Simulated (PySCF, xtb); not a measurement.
B(H)(Me)(SiH3) (CH7BSi), SMILES CB[SiH3].

GFN2-xTB (xtb 6.7.1) at its own geometry gives an orbital gap of 2.80 eV and a dipole moment of 1.76 D.

The structure is a stationary point at PBE0-D3(BJ)/def2-SVP.

Task: What does ωB97X/def2-TZVPD (PySCF) give? (Estimate from the structure and the level; the computed values follow.)

Result: gap 10.71 eV (levels -10.29 and 0.41 eV), dipole 1.20 D.
